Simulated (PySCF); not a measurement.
CH₅InO, SMILES [InH2][O]C.

Geometry: B3LYP-D3(BJ)/def2-SVP. The def2 effective core potentials stand for the cores of In; spin–orbit coupling is left out.

Calculation: HF/def2-TZVPD in PySCF.

Symmetry labels are those of the subgroup Cs that the program uses (full group Cs).

Computed valence orbital energies around the gap with their symmetry:
```csv
orbital,symmetry,energy (eV)
HOMO−7,A',-23.72
HOMO−6,A',-16.72
HOMO−5,A",-15.90
HOMO−4,A',-15.54
HOMO−3,A',-13.82
HOMO−2,A',-11.69
HOMO−1,A',-11.04
HOMO,A",-10.97
LUMO,A",0.62
LUMO+1,A',1.13
LUMO+2,A',1.73
LUMO+3,A',2.06
```
